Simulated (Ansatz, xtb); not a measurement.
# Two structures of F2HInSi2+

Structure a: a doublet given by its coordinates. Structure b: a doublet given by its coordinates. Both are gas-phase species (loosely bound parts included), relaxed with B3LYP-D3(BJ)/def2-SVP.

a (Å):

```xyz
6

F    -1.2514    0.9439   -0.7130
F    -2.9311   -0.8992   -0.0242
In    1.7971    1.2790   -1.2061
Si   -1.3869   -0.6245   -0.3006
Si    0.7016   -1.5664   -0.3449
H     0.3353   -2.9682    0.0573
```

Close contacts (Å): F1–Si4 1.63, F2–Si4 1.59, In3–Si5 3.17, Si4–Si5 2.29, Si5–H6 1.50.

b (Å):

```xyz
6

F    -2.4757   -0.4959   -2.5250
F    -0.1548   -0.2583   -1.4167
In   -0.4965    1.8314    2.9437
Si   -1.7168    0.0239   -1.2239
Si   -2.4891    1.0181    0.6811
H    -3.9315    0.9929    0.2553
```

Close contacts (Å): F1–Si4 1.59, F2–Si4 1.60, In3–Si5 3.12, Si4–Si5 2.28, Si5–H6 1.50.

Q: Which of the two would you expect CCSD(T)/def2-SVP + ΔMP2/def2-TZVPP electronic energies to favour?

A: Structure b; the calculation gives E(b) − E(a) = −7.66 kJ/mol.

The same difference at several levels:

| level | geometry | E(b) − E(a) (kJ/mol) | departure from the last row (kJ/mol) | job, with rough time for the two |
| --- | --- | --- | --- | --- |
| B3LYP-D3(BJ)/def2-SVP | B3LYP-D3(BJ)/def2-SVP | −0.62 | +7.04 | optimisation, 1.9 min |
| HF/def2-SVP | B3LYP-D3(BJ)/def2-SVP | −16.02 | −8.36 | part of the CCSD(T) run |
| MP2/def2-SVP | B3LYP-D3(BJ)/def2-SVP | −7.93 | −0.27 | part of the CCSD(T) run |
| CCSD(T)/def2-SVP | B3LYP-D3(BJ)/def2-SVP | −6.24 | +1.42 | single point |
| CCSD(T)/def2-SVP + ΔMP2/def2-TZVPP | B3LYP-D3(BJ)/def2-SVP | −7.66 |  | single point, 91 s |

B3LYP-D3(BJ)/def2-SVP finds them nearly level. The largest departure from CCSD(T)/def2-SVP + ΔMP2/def2-TZVPP is that of HF/def2-SVP, 8.36 kJ/mol. Levels run at GFN2-xTB geometries aren't shown. The last row adds to CCSD(T) the change of the MP2 difference between the two basis sets, here −1.42 kJ/mol.

With harmonic frequencies from B3LYP-D3(BJ)/def2-SVP (ideal gas, rigid rotor, one conformer each, 298.15 K, 1 atm): on the last row, ΔE + ΔZPE = −7.10 kJ/mol. A mode under 50 cm⁻¹ makes harmonic enthalpies and free energies unreliable, so none is given.

Open shells are spin-unrestricted. The correlated steps freeze 16 core orbitals; the filled d shell of In is correlated, in a basis made for valence electrons. Atoms past krypton carry core potentials in the def2 sets and no spin–orbit term is included. Codes used: Ansatz 0.2.0; the last row on 2 threads of Intel(R) Xeon(R) Platinum 8259CL CPU @ 2.50GHz (Skylake/Cascade Lake) on a shared host.
